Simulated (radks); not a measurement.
The numbers below are computed, except where a source is named.
Task: Successive ionisation energies (eV) of one element, from differences of total energies of ions in their ground configurations, starting at charge 44: 3560.6, 3676.2, 3792.6, 4199.8, 4302.6, 4404.0, 4535.5, 4641.0, 4745.1, 5116.1, 5227.9, 11913.4, 12195.6, 12472.8, 12848.6, 13140.2, 13426.4, 14453.0, 14735.1, 59846, 61049. Level of theory: scalar-relativistic Kohn-Sham, LDA (Slater exchange, VWN5 correlation), spin-polarised, spherical densities, finite nucleus; open shells are filled with parallel spins first (spin-orbit coupling, left out, can overturn this in heavy ions); Fermi nuclear charge, rms radius 5.06 fm (a radial shooting solver on a logarithmic mesh with Libxc functionals). Which element is it?

Result: Terbium (Z = 65). The first species listed is Tb44+ in [Ar] 3d3, the last Tb64+ in 1s1.
